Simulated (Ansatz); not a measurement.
Gas-phase electronic energies from Ansatz, PBE0-D4/def2-TZVP geometries. CCSD(T)/CBS is the MP2 limit (def2-TZVPP, def2-QZVPP) plus CCSD(T) − MP2 in def2-TZVPP, frozen cores. This one scheme is used for every species. DFT in def2-TZVPP. HSE06 is defined as in plane-wave codes. For Ga outer-core shells are correlated without core-valence functions, which leaves a few kJ/mol of doubt a bond. Scalar relativity is left out up to krypton.

Consider the formal exchange of groups at a Ga–C bond: `[BH2][GaH][CH3]` + SiH₄ → `[BH2][GaH][SiH3]` + CH₄.

`[BH2][GaH][CH3]`:

Z-matrix (Å, degrees):
```
C
Ga 1 1.976
H 1 1.090 2 113.6
H 1 1.094 2 109.1 3 121.3
H 1 1.093 2 109.6 3 -122.0
B 2 2.069 1 125.0 3 -3.3
H 2 1.583 1 115.1 3 176.9
H 6 1.199 2 122.4 1 -90.0
H 6 1.199 2 122.3 1 90.4
```

SiH₄:

```xyz
5

Si    0.000    0.000    0.000
H     0.460    0.530    1.308
H    -1.210    0.741   -0.437
H    -0.326   -1.442    0.137
H     1.076    0.170   -1.009
```

`[BH2][GaH][SiH3]`:

Cartesian coordinates in Å:
```
B 1.681 -1.189 -0.791
Ga 0.418 0.434 -0.696
Si -1.382 0.578 0.922
H 2.686 -1.249 -0.141
H 1.430 -2.150 -1.461
H 0.536 1.678 -1.657
H -1.195 1.778 1.788
H -1.484 -0.610 1.814
H -2.690 0.730 0.222
```

CH₄:

Z-matrix (Å, degrees):
```
C
H 1 1.090
H 1 1.090 2 109.5
H 1 1.090 2 109.5 3 -120.0
H 1 1.090 2 109.5 3 120.0
```

```json
{"level": "HSE06-D4", "ΔE (kJ/mol)": "-47.2"}
{"level": "PBE-QIDH", "ΔE (kJ/mol)": "-38.9"}
{"level": "LC-ωPBE", "ΔE (kJ/mol)": "-37.7"}
{"level": "HF/def2-QZVPP", "ΔE (kJ/mol)": "-30.4"}
```

Question: What does CCSD(T)/CBS give? (Estimate.)

Answer: The calculation gave: -36.1 kJ/mol. The listed levels differ from it by -11.1, -2.8, -1.6, 5.7 kJ/mol.

Largest T1 diagnostic among the species: 0.014.

From BLYP to BHLYP (50 % exact exchange), in def2-TZVPP and without D4, ΔE moves by +5.5 kJ/mol. Leaving LDA and LC-ωPBE aside and taking each functional with its dispersion term where it has one, the values, not all of them listed here, spread over 14.1 kJ/mol, from PBE-D4 to ωB97M-V.
